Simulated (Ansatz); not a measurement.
Harmonic frequencies (cm⁻¹) at PBE0-D4/def2-TZVP from Ansatz: 82, 145, 193, 252, 289, 359, 426, 509, 515, 749, 784, 834, 857, 896, 914, 932, 940, 951, 2208, 2214, 2224, 2229, 3904, 3915.

Each molecule was computed in one conformer, which needn't be the lowest.

Problem. Which molecule is it?
A. `O[SiH2][SiH2]O`
B. `CO[SiH](O)F`
C. `F[SiH2][GeH3]`
D. `O[SiH](O)[SiH3]`

Solution. D.
